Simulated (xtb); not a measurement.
Input for xtb: GFN2-xTB on ClGeHO (SMILES [OH][Ge][Cl]), a point of a torsion scan.

```
$ xtb mol.xyz --gfn 2 --opt vtight --chrg 0 --uhf 0 --input xcontrol
4

O     -1.12134247     0.18505777     0.31879109
Ge     0.42342313     0.91831815    -0.17137041
Cl     2.05802663     0.06433157     0.95215269
H     -1.34359519    -0.61181588    -0.21594504
$constrain
  force constant=1.0
  dihedral: 4,1,2,3,270.0
$end
```

The log:

```
[...]
           -------------------------------------------------
          |                Calculation Setup                |
           -------------------------------------------------



           -------------------------------------------------
          |                 G F N 2 - x T B                 |
           -------------------------------------------------

        Reference                      10.1021/acs.jctc.8b01176
      * Hamiltonian:
        H0-scaling (s, p, d)           1.850000    2.230000    2.230000
        zeta-weighting                 0.500000
      * Dispersion:
        s8                             2.700000
        a1                             0.520000
        a2                             5.000000
        s9                             5.000000
      * Repulsion:
        kExp                           1.500000    1.000000
        rExp                           1.000000
      * Coulomb:
        alpha                          2.000000
        third order                    shell-resolved
        anisotropic                    true
        a3                             3.000000
        a5                             4.000000
        cn-shift                       1.200000
        cn-exp                         4.000000
        max-rad                        5.000000


          ...................................................
          :                      SETUP                      :
          :.................................................:
          :  # basis functions                  25          :
          :  # atomic orbitals                  23          :
          :  # shells                            9          :
          :  # electrons                        18          :
          :  max. iterations                   250          :
          :  Hamiltonian                  GFN2-xTB          :
          :  restarted?                      false          :
          :  GBSA solvation                  false          :
          :  PC potential                    false          :
          :  electronic temp.          300.0000000     K    :
          :  accuracy                    1.0000000          :
          :  -> integral cutoff          0.2500000E+02      :
          :  -> integral neglect         0.1000000E-07      :
          :  -> SCF convergence          0.1000000E-05 Eh   :
          :  -> wf. convergence          0.1000000E-03 e    :
          :  Broyden damping             0.4000000          :
          :  net charge                          0          :
          :  unpaired electrons                  0          :
          ...................................................

 iter      E             dE          RMSdq      gap      omega  full diag
   1    -10.8572411 -0.108572E+02  0.241E+01    2.19       0.0  T
   2    -11.0397290 -0.182488E+00  0.117E+01    5.01       1.0  T
   3    -11.1791751 -0.139446E+00  0.699E+00    3.80       1.0  T
   4    -11.1258308  0.533443E-01  0.742E+00    3.15       1.0  T
   5    -11.1787714 -0.529406E-01  0.847E-01    4.04       1.0  T
   6    -11.1797747 -0.100324E-02  0.331E-01    3.94       1.0  T
   7    -11.1797566  0.180845E-04  0.115E-01    3.95       1.0  T
   8    -11.1797841 -0.275784E-04  0.446E-02    3.93       1.1  T
   9    -11.1797797  0.440348E-05  0.610E-02    3.92       1.0  T
  10    -11.1797861 -0.636221E-05  0.981E-03    3.93       5.1  T
  11    -11.1797862 -0.893685E-07  0.911E-03    3.93       5.5  T
  12    -11.1797865 -0.264878E-06  0.177E-03    3.93      28.2  T
  13    -11.1797864  0.117566E-07  0.222E-03    3.93      22.5  T
  14    -11.1797865 -0.149572E-07  0.830E-04    3.93      60.2  T
  15    -11.1797865 -0.102097E-08  0.375E-04    3.93     133.5  T

   *** convergence criteria satisfied after 15 iterations ***

         #    Occupation            Energy/Eh            Energy/eV
      -------------------------------------------------------------
         1        2.0000           -1.0392576             -28.2796
       ...           ...                  ...                  ...
         3        2.0000           -0.6412441             -17.4491
         4        2.0000           -0.5520778             -15.0228
         5        2.0000           -0.4826547             -13.1337
         6        2.0000           -0.4738221             -12.8934
         7        2.0000           -0.4316715             -11.7464
         8        2.0000           -0.4253634             -11.5747
         9        2.0000           -0.4055392             -11.0353 (HOMO)
        10                         -0.2610487              -7.1035 (LUMO)
        11                         -0.1522047              -4.1417
        12                         -0.1138915              -3.0991
        13                         -0.0022662              -0.0617
        14                          0.0231792               0.6307
       ...                                ...                  ...
        23                
[...]
      4        2.0000           -0.5295489             -14.4098
         5        2.0000           -0.4800857             -13.0638
         6        2.0000           -0.4755582             -12.9406
         7        2.0000           -0.4188017             -11.3962
         8        2.0000           -0.4132371             -11.2448
         9        2.0000           -0.4068592             -11.0712 (HOMO)
        10                         -0.2501093              -6.8058 (LUMO)
        11                         -0.1481193              -4.0305
        12                         -0.1362425              -3.7073
        13                          0.0142696               0.3883
        14                          0.0418279               1.1382
       ...                                ...                  ...
        23                          0.8928394              24.2954
      -------------------------------------------------------------
                  HL-Gap            0.1567499 Eh            4.2654 eV
             Fermi-level           -0.3284842 Eh           -8.9385 eV

 SCC (total)                   0 d,  0 h,  0 min,  0.002 sec
 SCC setup                      ...        0 min,  0.000 sec (  1.457%)
 Dispersion                     ...        0 min,  0.000 sec (  0.308%)
 classical contributions        ...        0 min,  0.000 sec (  0.153%)
 integral evaluation            ...        0 min,  0.000 sec ( 19.286%)
 iterations                     ...        0 min,  0.001 sec ( 50.537%)
 molecular gradient             ...        0 min,  0.001 sec ( 25.570%)
 printout                       ...        0 min,  0.000 sec (  2.363%)

         :::::::::::::::::::::::::::::::::::::::::::::::::::::
         ::                     SUMMARY                     ::
         :::::::::::::::::::::::::::::::::::::::::::::::::::::
         :: total energy             -11.169957775655 Eh    ::
         :: gradient norm              0.090543945706 Eh/a0 ::
         :: HOMO-LUMO gap              4.265382876411 eV    ::
         ::.................................................::
         :: SCC energy               -11.194848882847 Eh    ::
         :: -> isotropic ES            0.008834876898 Eh    ::
         :: -> anisotropic ES          0.002082437349 Eh    ::
         :: -> anisotropic XC         -0.000735327229 Eh    ::
         :: -> dispersion             -0.002014719589 Eh    ::
         :: repulsion energy           0.024535334180 Eh    ::
         :: add. restraining           0.000355773012 Eh    ::
         :: total charge              -0.000000000000 e     ::
         :::::::::::::::::::::::::::::::::::::::::::::::::::::

           -------------------------------------------------
          |                Property Printout                |
           -------------------------------------------------

    * Orbital Energies and Occupations

         #    Occupation            Energy/Eh            Energy/eV
      -------------------------------------------------------------
         1        2.0000           -1.0283304             -27.9823
         2        2.0000           -0.6958979             -18.9363
         3        2.0000           -0.6496578             -17.6781
         4        2.0000           -0.5295489             -14.4098
         5        2.0000           -0.4800857             -13.0638
         6        2.0000           -0.4755582             -12.9406
         7        2.0000           -0.4188017             -11.3962
         8        2.0000           -0.4132371             -11.2448
         9        2.0000           -0.4068592             -11.0712 (HOMO)
        10                         -0.2501093              -6.8058 (LUMO)
        11                         -0.1481193              -4.0305
        12                         -0.1362425              -3.7073
        13                          0.0142696               0.3883
        14                          0.0418279               1.1382
        15                          0.0440656               1.1991
        16                          0.0490112               1.3337
        17                          0.0536363               1.4595
        18                          0.0603394               1.6419
        19                          0.0632403               1.7209
        20                          0.1140118               3.1024
       ...                                ...                  ...
        23                          0.8928394              24.2954
      -------------------------------------------------------------
                  HL-Gap            0.1567499 Eh            4.2654 eV
             Fermi-level           -0.3284842 Eh           -8.9385 eV

     #   Z          covCN         q      C6AA      α(0)
     1   8 O        1.588    -0.494    22.808     6.445
     2  32 Ge       1.591     0.431   246.751    32.890
     3  17 Cl       0.810    -0.256   107.171    15.837
Note: The following floating-point exceptions are signalling: IEEE_INVALID_FLAG IEEE_UNDERFLOW_FLAG IEEE_DENORMAL
normal termination of xtb
     4   1 H        0.806     0.319     0.667     1.283

 Mol. C6AA /au·bohr⁶  :        974.207278
 Mol. C8AA /au·bohr⁸  :      57112.233375
 Mol. α(0) /au        :         56.453996


Wiberg/Mayer (AO) data.
largest (>0.10) Wiberg bond orders for each atom

 ---------------------------------------------------------------------------
     #   Z sym  total        # sym  WBO       # sym  WBO       # sym  WBO
 ---------------------------------------------------------------------------
     1   8 O    2.220 --     2 Ge   1.334     4 H    0.845
     2  32 Ge   2.624 --     1 O    1.334     3 Cl   1.241
     3  17 Cl   1.284 --     2 Ge   1.241
     4   1 H    0.898 --     1 O    0.845
 ---------------------------------------------------------------------------

Topologies differ in total number of bonds
Writing topology from bond orders to xtbtopo.mol

molecular dipole:
                 x           y           z       tot (Debye)
 q only:       -0.760       0.564      -0.515
   full:       -1.045       0.605      -0.607       3.435
molecular quadrupole (traceless):
                xx          xy          yy          xz          yz          zz
 q only:       -3.569       2.889       4.196      -1.462       0.238      -0.627
  q+dip:       -4.813       3.226       5.388      -1.737       0.130      -0.576
   full:       -5.836       3.675       4.599      -2.442       1.157       1.237

           -------------------------------------------------
          |                Geometry Summary                 |
           -------------------------------------------------

      molecular mass/u    :      125.0878334
   center of mass at/Å    :        0.6772657       0.6859589       0.2609434
  moments of inertia/u·Å² :        0.3846936E+02   0.1386772E+03   0.1769739E+03
rotational constants/cm⁻¹ :        0.4382094E+00   0.1215603E+00   0.9525489E-01

 * 2 selected distances

     #   Z          #   Z                                           value/Å
     1   8 O        2  32 Ge                                      1.7356472 (max)
     1   8 O        4   1 H                                       0.9498293 (min)

 * 2 distinct bonds (by element types)

   Z      Z             #   av. dist./Å        max./Å        min./Å
   1 H    8 O           1     0.9498293     0.9498293     0.9498293
   8 O   32 Ge          1     1.7356472     1.7356472     1.7356472


optimized geometry written to: xtbopt.xyz


           -------------------------------------------------
          | TOTAL ENERGY              -11.169957775655 Eh   |
          | GRADIENT NORM               0.090543945706 Eh/α |
          | HOMO-LUMO GAP               4.265382876411 eV   |
           -------------------------------------------------

------------------------------------------------------------------------
------------------------------------------------------------------------
 total:
 SCF:
 ANC optimizer:
```

The run did not converge; its last values are not results.

Warnings raised: the energy holds the restraint's term.

Cost: very roughly 0.6 core-seconds.
